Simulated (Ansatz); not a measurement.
Cost and result for the atomization energy of CClF$_{2}$NSn, SMILES `N#[C][Sn]([F])([F])[Cl]` (6 atoms, 5 bonds).

Charge 0, multiplicity 1. Correlated methods include outer-core shells of Sn, which these sets cover unevenly. Sn takes the def2 core potential. Geometry: relaxed with PBE0-D4/def2-TZVP. Program: Ansatz. All runs use 4 threads of an Intel Xeon on a shared host. Times are those of one run each, without the atoms' runs, and a repeat can differ threefold. Electronic energies, without spin–orbit coupling; frozen cores. CCSD(T)/CBS adds CCSD(T) − MP2 in def2-TZVPP to the MP2 limit, and its time is that of the two runs behind it. T1 = 0.014. With those shells the extrapolation isn't a true limit. B3LYP takes the VWN-RPA correlation (the form of Gaussian; ORCA's B3LYP/G). HSE06 is the plane-wave form, built on full-range PBE exchange.

CCSD(T)/CBS is a level of theory with its own doubt, some kJ/mol a heavy atom from the limit and from the frozen cores, so smaller differences don't rank the functionals.

```json
{"level": "LDA (SPW92)/def2-TZVPP", "functions": "216", "wall time": "0.9 s", "atomization (kJ/mol)": "2738.9", "difference from CCSD(T)/CBS": "413.3", "per bond": "82.7"}
{"level": "revPBE-D4/def2-TZVPP", "functions": "216", "wall time": "1.4 s", "atomization (kJ/mol)": "2308.3", "difference from CCSD(T)/CBS": "-17.3", "per bond": "-3.4"}
{"level": "BLYP-D4/def2-TZVPP", "functions": "216", "wall time": "1.4 s", "atomization (kJ/mol)": "2327.8", "difference from CCSD(T)/CBS": "2.2", "per bond": "0.4"}
{"level": "HSE06-D4/def2-TZVPP", "functions": "216", "wall time": "2.4 s", "atomization (kJ/mol)": "2283.0", "difference from CCSD(T)/CBS": "-42.6", "per bond": "-8.5"}
{"level": "r2SCAN-D4/def2-TZVPP (with forces)", "functions": "216", "wall time": "2.9 s", "atomization (kJ/mol)": "2294.8", "difference from CCSD(T)/CBS": "-30.8", "per bond": "-6.1"}
{"level": "B3LYP-D4/def2-TZVPP (with forces)", "functions": "216", "wall time": "3.1 s", "atomization (kJ/mol)": "2269.0", "difference from CCSD(T)/CBS": "-56.6", "per bond": "-11.3"}
{"level": "r2SCANh-D4/def2-TZVPP", "functions": "216", "wall time": "3.2 s", "atomization (kJ/mol)": "2249.5", "difference from CCSD(T)/CBS": "-76.1", "per bond": "-15.2"}
{"level": "B97M-V/def2-TZVPP", "functions": "216", "wall time": "4.1 s", "atomization (kJ/mol)": "2328.1", "difference from CCSD(T)/CBS": "2.5", "per bond": "0.5"}
{"level": "ωB97X-V/def2-TZVPP", "functions": "216", "wall time": "4.6 s", "atomization (kJ/mol)": "2318.0", "difference from CCSD(T)/CBS": "-7.6", "per bond": "-1.5"}
{"level": "CCSD(T)/def2-SVP", "functions": "100", "wall time": "4.7 s", "atomization (kJ/mol)": "2097.1", "difference from CCSD(T)/CBS": "-228.5", "per bond": "-45.7"}
{"level": "MP2/def2-QZVPP", "functions": "380", "wall time": "11 s", "atomization (kJ/mol)": "2414.2", "difference from CCSD(T)/CBS": "88.6", "per bond": "17.7"}
{"level": "CCSD(T)/def2-TZVPP", "functions": "216", "wall time": "93 s", "atomization (kJ/mol)": "2219.5", "difference from CCSD(T)/CBS": "-106.1", "per bond": "-21.2"}
{"level": "CCSD(T)/CBS(def2)", "functions": "–", "wall time": "100 s", "atomization (kJ/mol)": "2325.6", "difference from CCSD(T)/CBS": "0.0", "per bond": "0.0"}
```

The D4 term adds +27.4 kJ/mol with B3LYP and +14.4 kJ/mol with PBE0; it sums over pairs of atoms, weighted by their polarisabilities, and B3LYP, whose exchange is more repulsive, gets the larger term. Leaving LDA and LC-ωPBE aside and taking each functional with its dispersion term where it has one, the values, not all of them listed here, spread over 285.7 kJ/mol, from BHLYP-D4 to PBE-D4. LDA lies +348.7 kJ/mol from PBE without D4, its usual overbinding. From r2SCAN to r2SCAN0 (25 % exact exchange), in def2-TZVPP and without D4, the atomization energy moves by −111.0 kJ/mol: exact exchange takes away binding that semilocal exchange gives to molecules.

Spin–orbit coupling would lower the free Sn atoms strongly, and the atomization energy with them, by more than many differences here. For some Ge, Se and Sn compounds the MP2-based and the directly extrapolated limit differ by 10 to 25 kJ/mol.
